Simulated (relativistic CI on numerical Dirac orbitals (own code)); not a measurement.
# Ir3+: L2,3 absorption edge

Computed with this model: Dirac-Coulomb-Breit CI, KLI orbitals optimised for each configuration, model QED (radiative potential, 1s self-energy scaled to tabulated hydrogen-like ionisation energies), multiplet model of core-to-valence dipole absorption, unscaled Slater integrals; configurations [Xe] 4f14 5d6 → [He] 2s2 2p5 3s2 3p6 3d10 4s2 4p6 4d10 4f14 5s2 5p6 5d7; 300 K; Lorentzian 5 eV and Gaussian 1 eV FWHM. Energies are those of the free ion, without screening or charge transfer. The branching ratio is the share of the lower-energy edge in the whole absorption, uncertain by about 0.02 where the edges overlap. S is read from ⟨S²⟩ = S(S + 1).

Field parameters in Wybourne normalisation: Oh B⁴₀ = 21Dq, B⁴₄ = √(5/14) B⁴₀. The field is a parameter set, without covalency.

Computed curve for Oh, 10Dq = 24650 cm⁻¹, scaled to 100 at the maximum (points under 2 are left out and the grid is thinned):

Energy (eV), Intensity and a bar:
```
  11197.5        2.1 
  11199.0        2.4 
  11200.0        2.8 
  11201.5        3.4 
  11202.5        3.9 #
  11204.0        5.0 #
  11205.0        6.0 #
  11206.5        8.1 ##
  11207.5       10.1 ##
  11209.0       14.8 ####
  11210.0       20.0 ######
  11211.5       33.5 ##########
  11212.5       49.2 ###############
  11214.0       84.1 #########################
  11215.5       99.1 ##############################
  11216.5       81.5 #########################
  11218.0       48.5 ##############
  11219.0       33.8 ##########
  11220.5       20.6 ######
  11221.5       15.4 ####
  11223.0       10.4 ###
  11224.0        8.3 ##
  11225.5        6.1 #
  11226.5        5.1 #
  11228.0        4.0 #
  11229.0        3.4 
  11230.5        2.8 
  11232.0        2.3 
  11233.0        2.1 
  12820.0        2.8 
  12821.0        3.9 #
  12822.5        6.8 #
  12823.5       10.0 ##
  12825.0       14.8 ####
  12826.0       14.4 ####
  12827.5        9.7 ##
  12828.5        6.9 #
  12830.0        4.3 #
  12831.0        3.2 
  12832.5        2.2
```

The ground state has S = 0.37, and the centroid lies at 11430.63 eV.
